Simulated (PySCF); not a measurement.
C4H5F, SMILES CC(=C=C)F.

Geometry: PBE0-D3(BJ)/def2-SVP.

Level of theory: PySCF with TDA-PBE/def2-SVPD.

Vertical excitations.  State labels are in the subgroup Cs.

```tsv
state	symmetry	energy (eV)	λ (nm)	f	main pairs
S1	A"	4.58	271	0.001	HOMO→LUMO 100 %
S2	A"	5.97	208	0.000	HOMO→LUMO+2 100 %
S3	A"	6.65	186	0.001	HOMO→LUMO+3 100 %
S4	A"	6.71	185	0.000	HOMO−1→LUMO+1 100 %
S5	A'	7.06	176	0.060	HOMO→LUMO+1 36 %, HOMO−1→LUMO+2 28 %, HOMO−1→LUMO 25 %
S6	A'	7.17	173	0.071	HOMO−1→LUMO+2 69 %, HOMO→LUMO+1 22 %
S7	A'	7.53	165	0.013	HOMO−2→LUMO 97 %
S8	A"	7.59	163	0.013	HOMO→LUMO+4 100 %
S9	A'	7.83	158	0.062	HOMO−1→LUMO+3 96 %
S10	A"	7.90	157	0.029	HOMO→LUMO+5 100 %
T1	A"	4.13	300	0	HOMO→LUMO 100 %
T2	A'	4.43	280	0	HOMO−1→LUMO 51 %, HOMO→LUMO+1 47 %
T3	A'	4.63	268	0	HOMO→LUMO+1 52 %, HOMO−1→LUMO 47 %
T4	A"	5.88	211	0	HOMO→LUMO+2 100 %
```
Triplets are in the Tamm–Dancoff approximation.
